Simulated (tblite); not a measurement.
Species: C5H9NOSi.
SMILES with atom numbers: `[CH3:1][C@@H:2]1[CH2:3][C@H:4]([C:5]#[N:6])[O:7][SiH2:8]1` (hydrogens: H9, H10, H11 on C1; H12 on C2; H13, H14 on C3; H15 on C4; H16, H17 on Si8)

Computed with GFN2-xTB (tblite), gas phase: L-BFGS steps from a force-field or distance-geometry start until the largest atomic force falls under 0.01 eV/Å.

Geometry at step 5:
```
atom  x, y, z in Å
C1     -2.1859    0.1529    0.0707
C2     -0.7116    0.4051   -0.1458
C3      0.1297   -0.8015   -0.5288
C4      1.5105   -0.1564   -0.4574
C5      2.5583   -0.9602   -1.0322
N6      3.3258   -1.6364   -1.5341
O7      1.6951    0.2058    0.8992
Si8     0.2998    0.9027    1.4157
H9     -2.7327    0.0921   -0.8668
H10    -2.5775    0.9741    0.6646
H11    -2.3323   -0.7709    0.6177
H12    -0.5895    1.1181   -0.9719
H13     0.0717   -1.5487    0.2622
H14    -0.0967   -1.2643   -1.4863
H15     1.4440    0.7868   -1.0187
H16     0.3931    2.3403    1.5475
H17    -0.2089    0.1725    2.5543
```

Problem. What forces act on the atoms?

Solution. 
```tsv
atom	Fx (eV/Å)	Fy (eV/Å)	Fz (eV/Å)
C1	-0.099	0.041	0.083
C2	-0.035	0.076	0.070
C3	0.004	0.009	-0.046
C4	0.175	-0.012	-0.074
C5	-0.269	0.087	0.483
N6	0.379	-0.251	-0.224
O7	0.044	0.144	-0.035
Si8	-0.202	0.002	-0.138
H9	-0.022	-0.033	-0.019
H10	-0.271	-0.031	-0.059
H11	-0.078	-0.088	0.100
H12	-0.171	0.191	0.225
H13	0.017	-0.236	-0.137
H14	-0.022	0.105	-0.141
H15	0.367	-0.128	-0.367
H16	0.134	0.197	0.043
H17	0.049	-0.073	0.234
```

The largest, 0.56 eV/Å, acts on C5; the rms over all components is 0.169 eV/Å. The forces sum to zero within rounding, as they must for an isolated molecule in no field.

Problem. Give the force on C5 in Eh/bohr and in nN.

Solution. 0.560 eV/Å ÷ 51.422 = 0.01088 Eh/bohr, and 0.560 eV/Å × 1.602 = 0.90 nN.

Problem. How far is this geometry from the end of the optimisation?

Solution. 0.411 eV above it, and 0.432 Å rms away after alignment. The bonds farthest from their final lengths, with half the difference of the two atoms' forces along the bond (positive lengthens):

```tsv
bond	now (Å)	final (Å)	force along bond (eV/Å)
C3–C4	1.526	1.539	+0.07
Si8–H17	1.445	1.458	+0.12
C2–C3	1.520	1.531	+0.05
C2–Si8	1.926	1.915	-0.14
C1–C2	1.511	1.522	+0.04
Si8–H16	1.447	1.456	+0.12
```

The angle farthest from its final value is C2–C3–C4, 98.8° against 107.1°.

Of the 5 listed bonds off by 0.010 Å or more, this force points towards the final length in 5.

The cost below is that of the whole relaxation. The run took 0.87 s wall on one thread of an Arm Neoverse N1, no GPU, on a shared host.
